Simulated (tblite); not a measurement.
Species: C₄H₁₀BrPSi.
Atom-mapped SMILES: `[CH3:1][Si@H:2]([PH2:3])[C:4]1([Br:5])[CH2:6][CH2:7]1` (hydrogens: H8, H9, H10 on C1; H11 on Si2; H12, H13 on P3; H14, H15 on C6; H16, H17 on C7)

Computed with GFN2-xTB (tblite), gas phase: L-BFGS steps from a force-field or distance-geometry start until the largest atomic force falls under 0.01 eV/Å.

Step 1: E = -596.5082 eV
```
atom  x, y, z in Å  |  force x, y, z in eV/Å
C1     -1.5123    1.4443   -0.0111   -0.205   0.379  -0.163
Si2    -0.8027   -0.2881   -0.1341   -0.620  -0.079   0.243
P3     -1.7720   -1.7878    1.1624    0.583  -1.641   0.375
C4      1.0491   -0.3096    0.2184    0.168   0.165  -0.115
Br5     1.6841   -1.2147    1.8167   -0.154  -0.106   0.059
C6      1.8697   -0.5177   -1.0219    0.041   0.094   0.114
C7      1.9532    0.7827   -0.2657    0.364  -0.069  -0.300
H8     -1.6685    1.7360    1.0361   -0.105   0.084  -0.557
H9     -0.8719    2.1689   -0.5125   -0.150   0.086   0.226
H10    -2.4544    1.4072   -0.5730    0.141   0.320   0.500
H11    -0.9849   -0.7268   -1.5247   -0.008  -0.172   0.010
H12    -3.0178   -2.2314    0.6082    0.555   1.080   0.774
H13    -1.8913   -1.3684    2.5245   -0.626   0.129  -1.205
H14     2.6744   -1.2550   -0.9263   -0.224   0.557  -0.432
H15     1.3109   -0.4705   -1.9588    0.465  -0.379   0.229
H16     2.9053    0.9442    0.2394   -0.413   0.098   0.117
H17     1.5221    1.6988   -0.6876    0.188  -0.544   0.125
```

Step 2: E = -596.7993 eV
```
atom  x, y, z in Å  |  force x, y, z in eV/Å
C1     -1.5252    1.4714   -0.0209    0.488  -0.928   0.304
Si2    -0.8297   -0.2960   -0.1264   -0.082   0.083   0.392
P3     -1.7507   -1.8556    1.1796    1.117  -1.170  -0.107
C4      1.0615   -0.3028    0.2119   -0.652   0.079   0.181
Br5     1.6778   -1.2189    1.8191   -0.140  -0.072   0.015
C6      1.8703   -0.5144   -1.0153    0.037   0.156  -0.182
C7      1.9755    0.7800   -0.2751   -0.621  -0.237  -0.355
H8     -1.6721    1.7379    1.0107   -0.189   0.321   0.171
H9     -0.8808    2.1683   -0.5005    0.329   0.599  -0.220
H10    -2.4436    1.4194   -0.5495   -0.862   0.356  -0.198
H11    -0.9850   -0.7335   -1.5238   -0.034  -0.142   0.051
H12    -2.9937   -2.1870    0.6401    0.044   0.820   0.508
H13    -1.9164   -1.3636    2.4740   -0.606   0.261  -0.640
H14     2.6630   -1.2302   -0.9443    0.394  -0.042  -0.241
H15     1.3307   -0.4864   -1.9486    0.131  -0.233  -0.127
H16     2.8821    0.9473    0.2413    0.617   0.219   0.563
H17     1.5294    1.6762   -0.6823    0.030  -0.070  -0.115
```

Question: Estimate the geometry and energy of step 3. (The exact step hangs on the optimiser's Hessian estimate; all steps are aligned on step 2, rigid shifts and turns removed.)

Answer: E = -596.9809 eV, largest force 1.403 eV/Å
```
atom  x, y, z in Å  |  force x, y, z in eV/Å
C1     -1.5266    1.4782   -0.0233    0.474  -1.159   0.188
Si2    -0.8482   -0.3029   -0.1159    0.228   0.001   0.323
P3     -1.7183   -1.9186    1.1888    1.130  -0.789  -0.261
C4      1.0602   -0.2973    0.2103   -0.820  -0.045   0.227
Br5     1.6713   -1.2227    1.8208   -0.137  -0.036  -0.027
C6      1.8704   -0.5097   -1.0135    0.058  -0.075  -0.239
C7      1.9821    0.7739   -0.2852   -0.564  -0.045   0.049
H8     -1.6775    1.7442    0.9975   -0.193   0.406   0.562
H9     -0.8818    2.1764   -0.4957    0.386   0.574  -0.298
H10    -2.4503    1.4326   -0.5373   -0.926   0.345  -0.338
H11    -0.9857   -0.7399   -1.5217   -0.051  -0.097   0.123
H12    -2.9777   -2.1448    0.6688   -0.149   0.622   0.296
H13    -1.9426   -1.3560    2.4311   -0.475   0.302  -0.342
H14     2.6625   -1.2151   -0.9598    0.625  -0.293  -0.098
H15     1.3453   -0.5006   -1.9446   -0.121  -0.127  -0.396
H16     2.8759    0.9528    0.2511    0.639   0.171   0.506
H17     1.5339    1.6616   -0.6814   -0.103   0.246  -0.274
```

The energy changes by -0.1817 eV. The first-order estimate −F·Δx gives -0.2299 eV and the mean of the old and new forces, exact on a quadratic surface, -0.1810 eV. The step makes an angle of 50° with the force vector and moves no atom by more than 0.071 Å.

The cost below is that of the whole relaxation. On one thread, Arm Neoverse N1 (aarch64), on a shared host, this took 2.8 s.
